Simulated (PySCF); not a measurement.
**Relaxation of singlet Ge(OH)₂**

Method: PySCF, PBE0, basis Ge def2-SVP, O def2-SVP, H def2-SVP (no relativity, density fitting). A (50,194) grid was used.

A hand-made bent (heavy-atom frame) start, of C2 symmetry, held to at least that symmetry:

```xyz
5
charge 0 multiplicity 1, angstrom
Ge    0.0000    0.0000   -0.3391
O     1.5072    0.0000    0.7163
O    -1.5072    0.0000    0.7163
H     2.0127   -0.7354    1.0702
H    -2.0127    0.7354    1.0702
```

Optimiser trace:
```csv
step,E − E(last) (kJ/mol),largest gradient (Eh/bohr)
0,65.28,0.02288
1,52.80,0.00373
2,50.95,0.00130
3,49.71,0.00701
4,48.33,0.02347
5,42.30,0.01643
6,34.05,0.02444
7,32.95,0.05074
8,16.32,0.01697
9,12.31,0.00715
10,8.77,0.00886
11,6.30,0.00853
12,3.23,0.00231
13,2.91,0.01629
14,0.89,0.00386
15,0.35,0.00346
16,0.19,0.00340
17,0.09,0.00118
18,0.03,0.00174
19,0.00,0.00055
20,0.00,0.00014
```

It ends at C2v with Ge–O 1.790 Å (×2), O–H 0.965 Å (×2); Ge–O–H 119.0° (×2), O–Ge–O 101.5° (after a last refinement on a finer grid). A frequency run shows a minimum. Other isomers or separated fragments may lie lower.

Final geometry:
```xyz
5
charge 0 multiplicity 1, angstrom
Ge    0.0000    0.0000   -0.3746
O     1.3713   -0.2000    0.7586
O    -1.3713    0.2000    0.7586
H     1.2004   -0.1751    1.7080
H    -1.2004    0.1751    1.7080
```
